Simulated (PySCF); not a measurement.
A structure optimised at r2SCAN-D4/def2-SVP, used in a PySCF frequency run:

```
O
Si 1 1.6369
H 2 1.4997 1 111.50
H 2 1.4997 3 107.37 1 122.41
H 2 1.4997 3 107.37 4 115.19
Mg 1 1.8000 4 147.46 2 -180.00
O 6 1.7593 3 160.71 2 180.00
H 7 0.9523 3 166.35 2 -180.00
```
Charge 0, spin multiplicity 1.

Task: Write its SMILES, formula and point group.

Result: [OH][Mg][O][SiH3], H4MgO2Si, C3v

Task: What are its rotational constants (standard atomic weights)?

Result: 85.833, 1.3913, 1.3913 GHz
